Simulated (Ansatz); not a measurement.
A first, cheap relaxation of C₂H₇OSb (`[CH3][SbH][CH2]O`).

```yaml
crystal:
  periodic: [false, false, false]
  atoms:
    - {symbol: C, position_ang: [-1.026900, 1.197500, -0.156500]}
    - {symbol: Sb, position_ang: [0.801900, 0.623400, -1.045100]}
    - {symbol: C, position_ang: [0.875600, -1.146500, 0.186300]}
    - {symbol: O, position_ang: [1.404400, -0.799100, 1.486200]}
    - {symbol: H, position_ang: [-1.764100, 0.368700, -0.135200]}
    - {symbol: H, position_ang: [-0.897600, 1.650400, 0.852700]}
    - {symbol: H, position_ang: [-1.502000, 2.040300, -0.790300]}
    - {symbol: H, position_ang: [0.024900, -0.232100, -2.339500]}
    - {symbol: H, position_ang: [-0.079300, -1.633400, 0.276100]}
    - {symbol: H, position_ang: [1.645100, -1.846700, -0.224700]}
    - {symbol: H, position_ang: [0.583300, -0.279500, 1.910600]}
basis:
  gaussian: {orbitals: def2-SVP}
hamiltonian: {xc: pbe, dispersion: d4}
relax: {f_tol: 0.03, max_steps: 200}
```

```sh
$ ansatz run in.yaml --threads 4 --pin off --events-out ev --progress --plain --max-ram 10444MiB
```

It prints (some lines left out):

```
Functional definition: PBE
mean field -10762.84348046 eV, -395.5272025895 hartree, gradient 3.9e-5 eV, S^2 0.000000; 0 other end points of the search recorded, 0 dependent functions left out
relax step   1: F+E_penalty+E_count = -10763.07146278 eV  Δ(F+E_penalty+E_count) = +0.000e0 eV  max|allowed force component| = 2.989e0 eV/Å  Δτ_max = 0.0000 Å  (28 SCF iters, accepted)
mean field -10763.11908361 eV, -395.5373308184 hartree, gradient 2.5e-5 eV, S^2 0.000000; 0 other end points of the search recorded, 0 dependent functions left out
relax step   2: F+E_penalty+E_count = -10763.33894102 eV  Δ(F+E_penalty+E_count) = -2.675e-1 eV  max|allowed force component| = 1.250e0 eV/Å  Δτ_max = 0.1535 Å  (34 SCF iters, accepted)
mean field -10763.18478809 eV, -395.5397454137 hartree, gradient 8.6e-6 eV, S^2 0.000000; 0 other end points of the search recorded, 0 dependent functions left out
relax step   3: F+E_penalty+E_count = -10763.40656226 eV  Δ(F+E_penalty+E_count) = -6.762e-2 eV  max|allowed force component| = 7.816e-1 eV/Å  Δτ_max = 0.0932 Å  (30 SCF iters, accepted)
mean field -10763.21728617 eV, -395.5409396961 hartree, gradient 2.6e-5 eV, S^2 0.000000; 0 other end points of the search recorded, 0 dependent functions left out
relax step   4: F+E_penalty+E_count = -10763.44125830 eV  Δ(F+E_penalty+E_count) = -3.470e-2 eV  max|allowed force component| = 4.174e-1 eV/Å  Δτ_max = 0.1161 Å  (29 SCF iters, accepted)
mean field -10763.22656686 eV, -395.5412807552 hartree, gradient 2.2e-5 eV, S^2 0.000000; 0 other end points of the search recorded, 0 dependent functions left out
relax step   5: F+E_penalty+E_count = -10763.45183129 eV  Δ(F+E_penalty+E_count) = -1.057e-2 eV  max|allowed force component| = 5.630e-2 eV/Å  Δτ_max = 0.0860 Å  (29 SCF iters, accepted)
mean field -10763.22867826 eV, -395.5413583476 hartree, gradient 2.2e-5 eV, S^2 0.000000; 0 other end points of the search recorded, 0 dependent functions left out
relax step   6: F+E_penalty+E_count = -10763.45460294 eV  Δ(F+E_penalty+E_count) = -2.772e-3 eV  max|allowed force component| = 1.502e-1 eV/Å  Δτ_max = 0.0674 Å  (29 SCF iters, accepted)
mean field -10763.22795771 eV, -395.5413318679 hartree, gradient 1.2e-5 eV, S^2 0.000000; 0 other end points of the search recorded, 0 dependent functions left out
relax step   7: F+E_penalty+E_count = -10763.45581941 eV  Δ(F+E_penalty+E_count) = -1.216e-3 eV  max|allowed force component| = 2.026e-1 eV/Å  Δτ_max = 0.1793 Å  (29 SCF iters, accepted)
mean field -10763.23177876 eV, -395.5414722890 hartree, gradient 2.6e-5 eV, S^2 0.000000; 0 other end points of the search recorded, 0 dependent functions left out
relax step   8: F+E_penalty+E_count = -10763.45904980 eV  Δ(F+E_penalty+E_count) = -3.230e-3 eV  max|allowed force component| = 3.051e-2 eV/Å  Δτ_max = 0.0603 Å  (29 SCF iters, accepted)
mean field -10763.23183029 eV, -395.5414741827 hartree, gradient 2.3e-5 eV, S^2 0.000000; 0 other end points of the search recorded, 0 dependent functions left out
relax step   9: F+E_penalty+E_count = -10763.45910998 eV  Δ(F+E_penalty+E_count) = -6.018e-5 eV  max|allowed force component| = 2.007e-2 eV/Å  Δτ_max = 0.0147 Å  (30 SCF iters, accepted)
mean field -10763.23183029 eV, -395.5414741827 hartree, gradient 2.3e-5 eV, S^2 0.000000; 1 other end points of the search recorded, 0 dependent functions left out
Total energy: -10763.45914363 eV, -395.5498277936 hartree
Atom 0 at    -0.981802     1.275915    -0.114219 Å, force     0.012442     0.002000     0.015863 eV/Å
Atom 1 at     0.771272     0.551808    -1.238615 Å, force    -0.016461    -0.005823    -0.002388 eV/Å
Atom 2 at     0.981749    -1.168115     0.201579 Å, force    -0.006611    -0.000248    -0.012220 eV/Å
Atom 3 at     1.068620    -0.704065     1.526928 Å, force    -0.014181     0.016530     0.020068 eV/Å
Atom 4 at    -1.706314     0.459051     0.071340 Å, force     0.003021     0.002363    -0.006941 eV/Å
Atom 5 at    -0.628997     1.697779     0.847863 Å, force    -0.004405     0.005297     0.003668 eV/Å
Atom 6 at    -1.482487     2.083056    -0.682124 Å, force     0.001705    -0.006317     0.000288 eV/Å
Atom 7 at    -0.219914    -0.351157    -2.352839 Å, force     0.012164    -0.005726    -0.002511 eV/Å
Atom 8 at     0.136339    -1.874330     0.028948 Å, force     0.003914    -0.000902    -0.001191 eV/Å
Atom 9 at     1.927395    -1.696462    -0.032318 Å, force    -0.007466     0.002948    -0.004378 eV/Å
Atom 10 at     0.199439    -0.330481     1.764057 Å, force     0.015879    -0.010122    -0.010258 eV/Å
Dipole moment:    -0.278050    -0.014858     0.021498 e Å
```

Hardware: 4 threads of an Arm Neoverse V1 on a shared host. Wall time 11 s, peak host memory 0.15 GiB.
